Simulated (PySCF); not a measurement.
C3O3Os, SMILES [O+]#[C-]->[Os](<-[C-]#[O+])<-[C-]#[O+], multiplicity 1. The structure is a stationary point at PBE-D3(BJ)/def2-SVP. The multiplicity is an assumed one; other spin states were not compared. The def2 effective core potentials stand for the cores of Os; spin–orbit coupling is left out.

Question: Give the equilibrium geometry at PBE-D3(BJ)/def2-SVP (PySCF confirms it by a frequency run) as Cartesian coordinates in Å, and its point group. (Estimate from the structure and the level; the computed values follow.)

Answer: point group Cs.
```xyz
7

Os     0.2616     0.2481     0.0000
O     -0.9150     0.4735     2.8360
C     -0.3268     0.3782     1.8341
O     -0.9150     0.4735    -2.8360
C     -0.3268     0.3782    -1.8341
O     -0.1550    -2.7096     0.0000
C     -0.0132    -1.5487     0.0000
```
